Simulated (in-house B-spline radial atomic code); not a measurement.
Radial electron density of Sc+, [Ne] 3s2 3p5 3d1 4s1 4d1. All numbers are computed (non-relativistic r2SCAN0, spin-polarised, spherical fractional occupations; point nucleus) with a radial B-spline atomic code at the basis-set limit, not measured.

Caution: exact exchange at fractional occupations of open shells leaves self-interaction of up to several eV.

Columns: r (bohr), 4πr²n(r) (electrons per bohr), bar.

```
 0.00339    0.775 #
 0.00419    1.145 ##
 0.00518    1.679 ###
  0.0064    2.435 ####
 0.00791    3.491 ######
 0.00978    4.934 ########
  0.0121    6.854 ############
  0.0149    9.244 ################
  0.0184    12.18 ####################
  0.0228    15.57 ##########################
  0.0282    19.05 ################################
  0.0348    22.11 #####################################
   0.043    24.19 #########################################
  0.0532     24.7 ##########################################
  0.0657    23.47 #######################################
  0.0812    21.03 ###################################
     0.1    18.77 ################################
   0.124    18.24 ###############################
   0.153    20.29 ##################################
   0.189    23.86 ########################################
   0.234    26.18 ############################################
   0.289    24.54 #########################################
   0.357    18.77 ################################
   0.442    11.73 ####################
   0.546    7.396 ############
   0.674     6.98 ############
   0.833    8.239 ##############
    1.03    8.148 ##############
    1.27    6.046 ##########
    1.57    3.362 ######
    1.94     1.57 ###
     2.4   0.8347 #
    2.97   0.5939 #
    3.67   0.4405 #
    4.53   0.3145 #
     5.6   0.2245 
    6.92   0.1409 
    8.55  0.06371 
    10.6  0.01739 
    13.1 0.002648 
    16.1 0.0002179 
    19.9 7.486e-06
```

On this grid the curve has 3 maxima, near 0.0532, 0.234, 0.833 bohr.

The 3p down radial function P(r) = rR(r), positive near the nucleus:

| r (bohr) | P |
| --- | --- |
| 0.00339 | 0.001121 |
| 0.00518 | 0.002569 |
| 0.00791 | 0.005822 |
| 0.0121 | 0.01304 |
| 0.0184 | 0.02824 |
| 0.0282 | 0.05992 |
| 0.043 | 0.1196 |
| 0.0657 | 0.2213 |
| 0.1 | 0.3611 |
| 0.153 | 0.4894 |
| 0.234 | 0.4645 |
| 0.357 | 0.1239 |
| 0.546 | -0.4953 |
| 0.833 | -0.9736 |
| 1.27 | -0.8809 |
| 1.94 | -0.4098 |
| 2.97 | -0.08396 |
| 4.53 | -0.005699 |
